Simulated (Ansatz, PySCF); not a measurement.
Species: sum formula SiHS, charge 1, multiplicity 1. It need not be the lowest isomer of its formula. SMILES: [Si]=[SH+]
Geometry: optimised at B3LYP-D3(BJ)/def2-TZVP (Ansatz, an electronic-structure program).

Wanted: vertical ionisation energy (to the doublet state of charge +2; each state is the SCF solution reached for its spin; for the doublet the Hartree-Fock reference is unstable and T1 is 0.018), in eV. Correlated levels leave the core frozen unless marked. Open shells are spin-unrestricted. No spin-orbit coupling. Non-relativistic. 

| level | program | vertical ionisation energy (eV) |
|---|---|---|
| RI-HF/def2-QZVPPD | Ansatz | 16.00 |
| SVWN5/def2-TZVPD | Ansatz | 17.39 |
| PBE/def2-TZVPD | Ansatz | 17.22 |
| r2SCAN/def2-TZVPD | Ansatz | 17.22 |
| PBE0/def2-TZVPD | Ansatz | 17.29 |
| BHLYP/def2-TZVPD | Ansatz | 17.10 |
| RI-MP2/aug-cc-pV(T+d)Z | Ansatz | 17.45 |
| RI-MP2/def2-TZVPPD | Ansatz | 17.43 |
| CCSD/aug-cc-pV(D+d)Z | Ansatz | 17.06 |
| CCSD/def2-SVPD | Ansatz | 17.08 |
| CCSD/aug-cc-pV(T+d)Z | Ansatz | 17.20 |
| CCSD(T)/aug-cc-pV(D+d)Z | Ansatz | 17.18 |
| CCSD(T)/def2-TZVPPD | Ansatz | 17.32 |
| CCSD(T)/def2-QZVPPD | Ansatz | 17.40 |

For comparison, minus the highest occupied orbital energy (PySCF): 13.55 eV at BLYP/def2-TZVPD, 15.80 eV at M06-2X/def2-TZVPD, 13.78 eV at M06-L/def2-TZVPD.
